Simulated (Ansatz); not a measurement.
Input file for Ansatz (an electronic-structure program): R-wB97X-V/def2-TZVPPD on HBr (SMILES Br). Files ending in .json are basis or fitting sets from the Basis Set Exchange.

Ansatz 0.2 input:
```yaml
crystal:
  periodic: [false, false, false]
  atoms:
    - {symbol: Br, position_ang: [-1.11772540, -0.24016679, 4.07982834]}
    - {symbol: H, position_ang: [-0.80672421, -0.22541877, 2.67452318]}
basis:
  gaussian:
    orbitals: def2-TZVPPD.json
hamiltonian:
  xc: {name: wB97X-V}
scf: {lower_state_search: off}
```

Output:

```
WARN ansatz: RAYON_NUM_THREADS=1 ignored (pool sized by the plan → 1); use --threads N
Functional definition: wB97X-V
these checks for a lower state are left out or cut short: stability, starts, cluster_reference, orbital_swaps, neighbouring_geometries, increment
integrals: 0.02 GiB planned
515 factors; their error is unknown
integrals: 0.05 GiB planned
102 factors; integrals over basis functions are off by at most 6.0e-5 eV
mean field: 0.22 GiB planned
mean field evaluation 1: about -70055.8328 eV, gradient 8.9e0 eV
mean field evaluation 2: about -70056.0518 eV, gradient 4.1e0 eV
mean field evaluation 4: about -70056.0979 eV, gradient 3.4e-1 eV
mean field evaluation 8: about -70056.3120 eV, gradient 3.9e-3 eV
mean field -70056.31195961 eV, -2574.5219786418 hartree, gradient 1.9e-6 eV, S^2 0.000000; 0 other end points of the search recorded, 0 dependent functions left out
reference -70056.31195781 eV, -2574.5219785756 hartree; 18, 18 occupied and 56, 56 virtual orbitals, 515 factors
Total energy: -70056.31195781 eV, -2574.5219785756 hartree
Checks for a lower state left out: stability, starts, cluster_reference, orbital_swaps, neighbouring_geometries, increment
```

The calculation finished and met its thresholds.

Cost: very roughly 1.4 core-seconds.
